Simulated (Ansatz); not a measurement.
System: Si$_{5}$H$_{12}$, charge 0, multiplicity 1. 
Coordinates optimised at B3LYP-D3(BJ)/def2-TZVP (Ansatz, a program for electronic structure):
SMILES: [SiH3][SiH2][SiH2][SiH2][SiH3]
```xyz
17

Si     3.0315    -0.6826    -0.5894
Si     2.0446     0.7655     0.9674
Si    -0.1656     1.2060     0.3233
Si    -1.3158    -0.8045    -0.0369
Si    -3.5600    -0.4128    -0.5860
H      4.4636    -0.9164    -0.2817
H      2.9256    -0.1055    -1.9519
H      2.3215    -1.9842    -0.5742
H      2.0388     0.1168     2.3040
H      2.8301     2.0231     1.0658
H     -0.8724     2.0093     1.3542
H     -0.1621     1.9846    -0.9424
H     -1.2332    -1.6428     1.1872
H     -0.6484    -1.5438    -1.1393
H     -4.2255     0.3118     0.5239
H     -3.6340     0.4246    -1.8080
H     -4.2900    -1.6805    -0.8326
```

Total electronic energies in hartree. Correlated levels leave the core frozen unless marked. No spin-orbit coupling. No relativistic terms. CBS(X,Y): correlation extrapolated as X^-3; Hartree-Fock from the larger set.

```tsv
level	program	energy (Eh)
PBE-D3(BJ)/def2-TZVPD	Ansatz + dftd3	___
BHLYP-D4/def2-TZVPD	Ansatz + dftd4	___
CAM-B3LYP-D4/def2-TZVPD	Ansatz + dftd4	-1454.74093
B2PLYP-D3(BJ)/def2-TZVPD	Ansatz + dftd3	___
SCS-MP2/STO-3G	Ansatz	-1435.27637
SCS-MP2/cc-pVTZ	Ansatz	-1452.38379
CCSD/cc-pVTZ	Ansatz	-1452.44863
CCSD/cc-pwCVTZ	Ansatz	-1452.46618
CCSD(T)/CBS(cc-pV(T+d)Z,cc-pV(Q+d)Z)	Ansatz	-1452.5730
```

Problem. What belongs in the gaps?

Solution. 
- PBE-D3(BJ)/def2-TZVPD, energy (Eh): -1453.95075
- BHLYP-D4/def2-TZVPD, energy (Eh): -1454.72833
- B2PLYP-D3(BJ)/def2-TZVPD, energy (Eh): -1454.09091
